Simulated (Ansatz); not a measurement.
Al₂B₅. Charge 0, multiplicity 2. Geometry PBE0-D4/def2-SVP, basis def2-TZVP, Ansatz.

Cartesian coordinates in Å:
```
B 0.679 -0.902 0.236
B 1.170 0.714 0.478
B 0.779 0.234 -1.016
B 0.073 0.141 1.442
B -0.975 -0.682 0.526
Al -0.770 -1.080 -1.516
Al -0.955 1.576 -0.150
```

```tsv
run	HOMO (eV)	LUMO (eV)
A	-5.26	-3.69
B	-5.02	-3.82
C	-5.04	-3.94
D	-7.99	-1.13
E	-5.84	-3.15
```

LC-ωPBE has ω = 0.4 bohr⁻¹. The structure comes from a short search, and lower isomers may exist.

HOMO and LUMO are taken over both spins.

Question: The runs used LC-ωPBE, PBE, PBE0, r2SCAN, revPBE. Estimate which is which.

Answer: A r2SCAN (0 % exact exchange); B revPBE (0 % exact exchange); C PBE (0 % exact exchange); D LC-ωPBE (range-separated); E PBE0 (25 % exact exchange). Exact exchange lowers occupied and raises empty levels; among semilocal functionals meta-GGAs tend to open the gap a little, and such runs are hard to tell apart. The gap grows from 1.10 eV (PBE) to 6.85 eV (LC-ωPBE).
